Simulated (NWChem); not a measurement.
System: MoOClF3; SMILES [O]=[Mo]([F])([F])([F])[Cl]

Input file for NWChem:

```
start job
memory heap 200 mb stack 900 mb global 1100 mb
geometry units angstroms noautoz
  Mo     0.072666     0.219782     0.000000
  O      1.688583     0.472992     0.000000
  F     -0.348012     0.192750     1.787163
  F     -0.348012     0.192750    -1.787163
  F     -0.748175     1.862730     0.000000
  Cl    -0.189962    -2.037697     0.000000
end
basis spherical
  Mo library def2-svp
  O library def2-svp
  F library def2-svp
  Cl library def2-svp
end
ecp
  Mo library def2-ecp
end
dft
  xc r2scan
  iterations 150
  mulliken
end
task dft energy
```

Coordinates come from a PBE0/def2-SVP optimisation. Not confirmed as a minimum by frequencies. def2 effective core potentials on Mo; no spin-orbit coupling.

Problem. What results follow from this input? (r2SCAN/def2-SVP with def2 effective core potentials on Mo.) Quantities: energy (Ha); highest occupied level (eV); orbital gap (eV); dipole (D).

Solution. energy (Ha): -902.80
highest occupied level (eV): -9.10
orbital gap (eV): 3.16
dipole (D): 0.41
